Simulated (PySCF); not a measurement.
**Which determinant of NaI lies lowest?**

Unrestricted PBE0; basis Na def2-SVP, I def2-SVP with ECP28; scalar-relativistic core potentials; PySCF 2.14. Outer shells of the fragments: Na 3s1; I 4d10 5s2 5p5.

Followed along the bond (rough minima from three points):

```tsv
2Ms+1	unpaired	⟨S²⟩ at the start	R at minimum (Å)	Te (eV)
1	none	0.00	2.73	0.00
3	σ ↑, π ↑	2.00	none in the scan	≤ 3.34
```

Solutions found at the starting distance of 2.885 Å, counted from the lowest of them; the search is not exhaustive and high or unbound solutions are not listed, so other states can lie among these:

```
2Ms+1  unpaired   term  E (eV)  ⟨S²⟩  ⟨Lz²⟩  μ (D)
    1      none    ¹Σ⁺    0.00  0.00   0.00  -9.61
    3  σ ↑, π ↑     ³Π    3.43  2.00   1.00   3.15
    1  σ ↑, π ↓  mixed    3.45  1.00   1.00   3.28
    3      σ ↑↑    ³Σ⁺    3.80  2.00   0.00   2.86
    3      π ↑↑  mixed    5.05  2.00   2.00   1.04
    3      π ↑↑  mixed    5.16  2.00   2.00   1.18
```

A term symbol is given only where ⟨S²⟩ and ⟨Lz²⟩ are close to those of a pure state; real π, δ and φ orbitals otherwise mix terms. A positive dipole means Na(−)I(+).

Spin–orbit coupling is left out. Counting both spins, an empty level lies below a filled one in some of these solutions, because spin and occupation are held.
